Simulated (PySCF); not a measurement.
# J couplings in dimethylzinc

Geometry:
| atom | x (Å) | y (Å) | z (Å) |
| --- | --- | --- | --- |
| C1 | 1.952 | -0.047 | 0.067 |
| Zn2 | 0.007 | -0.015 | 0.039 |
| C3 | -1.939 | 0.039 | 0.019 |
| H4 | 2.363 | -0.689 | -0.730 |
| H5 | 2.368 | 0.965 | -0.075 |
| H6 | 2.337 | -0.428 | 1.027 |
| H7 | -2.371 | -0.594 | 0.811 |
| H8 | -2.349 | -0.313 | -0.942 |
| H9 | -2.311 | 1.065 | 0.178 |

Couplings: B3LYP/pcJ-1 (pcSseg-1 on Zn) in PySCF, geometry PBE0-D3(BJ)/def2-SVP; gas phase, one conformer, non-relativistic. Couplings are averaged over pairs made equivalent by symmetry, fast rotation or ring inversion, so a value needn't be that of the named pair in this geometry, while other rotamers aren't included; one pair stands for each set, and the list holds those of at least 0.8 Hz over up to four bonds.

Isotopes: 13C, 1H.

```
  pair  bonds  J (Hz)
C1, H4      1   131.1
C1, C3      2    22.3
H4, H5      2       ?
C1, H7      3       ?
```

Q: Estimate the withheld couplings, with signs.

A: 
- 2J(H4,H5) = -13.8 Hz
- 3J(C1,H7) = -1.1 Hz
